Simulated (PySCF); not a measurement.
Vertical excitations of a molecule C₃H₅BN₂ from TDA-ωB97X/def2-SVPD (PySCF), as energy in eV (oscillator strength): 3.39 (0.000), 3.87 (0.039), 5.71 (0.000), 6.74 (0.259), 6.92 (0.000), 7.07 (0.004), 7.40 (0.001), 7.69 (0.084), 7.75 (0.058), 7.83 (0.038). Lowest triplet (TDA): 2.24 eV. Geometry optimised at PBE-D3(BJ)/def2-SVP. Other conformers were not sampled.

Pick the molecule that these values belong to.
A. CB1C=NC=N1
B. NB1C=CN=C1
C. CB1N=CC=N1
D. NB1C=CC=N1

B, NB1C=CN=C1
